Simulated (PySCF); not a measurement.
# Simulated absorption spectrum

C2H9NPSi (charge +1).
SMILES with atom numbers: `[CH2:1]=[CH:2][Si@@H:3]([NH3+:4])[PH2:5]` (hydrogens: H6, H7 on C1; H8 on C2; H9 on Si3; H10, H11, H12 on N4; H13, H14 on P5)

Computed with TDDFT wB97X-D/def2-SVPD, vertical, gas phase, core orbitals frozen in the response (PySCF). Geometry: GFN2-xTB, one conformer, isolated ion. Torsions of this conformer, `[CH2:1]=[CH:2][Si@@H:3]([NH3+:4])[PH2:5]`: C1–C2–Si3–N4 -110°, H–P5–Si3–C2 73°, H–P5–Si3–C2 167°.

Broadening: Gaussians 0.3 eV wide at half height, area fixed by f = 4.319×10⁻⁹ ∫ε dν̃. The cross-section is σ = 3.8235×10⁻²¹ ε cm², given in Mb (10⁻¹⁸ cm²). The width is an assumption, not a result. The curve ends short of the highest state used, and states not computed would add to its high-energy end.

(E (eV), σ (Mb)): (5.49, 0.03), (5.53, 0.08), (5.57, 0.21), (5.61, 0.49), (5.65, 1.04), (5.69, 2.00), (5.73, 3.50), (5.78, 6.11), (5.82, 8.55), (5.86, 10.84), (5.90, 12.44), (5.94, 12.95), (5.98, 12.21), (6.02, 10.43), (6.06, 8.09), (6.11, 5.19), (6.15, 3.43), (6.19, 2.49), (6.23, 2.64), (6.27, 4.25), (6.31, 7.86), (6.35, 14.04), (6.40, 25.69), (6.44, 37.42), (6.48, 49.51), (6.52, 59.56), (6.56, 65.39), (6.60, 65.94), (6.64, 61.86), (6.68, 55.15), (6.73, 46.58), (6.77, 41.37), (6.81, 37.70), (6.85, 34.60), (6.89, 31.04), (6.93, 26.55), (6.97, 21.60), (7.02, 16.47), (7.06, 14.86), (7.10, 16.69), (7.14, 22.46), (7.18, 31.89), (7.22, 43.71), (7.26, 55.73)

Question: Where are the band maxima, and which computed states make them?

Answer: 209 nm (5.94 eV), ε about 3400, made up of S1 (100%); 188 nm (6.58 eV), ε about 17000, made up of S2 (94%) (ε in L mol⁻¹ cm⁻¹; maxima over ε = 5, shares over 10%). At its high-energy end, 7.26 eV, the curve is still rising (ε about 15000, from S5 and S6). The states used: S1 5.94 eV (f 0.038); S2 6.57 eV (f 0.182); S3 6.60 eV (f 0.0046); S4 6.86 eV (f 0.084); S5 7.32 eV (f 0.145); S6 7.42 eV (f 0.071); S7 7.78 eV (f 0.059); S8 7.86 eV (f 0.075).

Question: What would ε be at 6.58 eV, the highest of these maxima, with half the width (0.15 eV)?

Answer: About 33200 L mol⁻¹ cm⁻¹ against 17400, a factor of about 1.9; a lone state at its own centre would give exactly 2.

Question: On this curve, what absorbance would a 10⁻⁴ mol/L sample give at 193 nm over a 1 cm path?

Answer: 193 nm is 6.424 eV, where ε is about 8500 L mol⁻¹ cm⁻¹, so A = ε c l ≈ 0.85 (Beer–Lambert, with the gas-phase spectrum and the assumed width).

Question: Coming from long wavelengths, where does ε first pass 100 L mol⁻¹ cm⁻¹?

Answer: At about 221 nm (5.60 eV), 0.34 eV below S1.
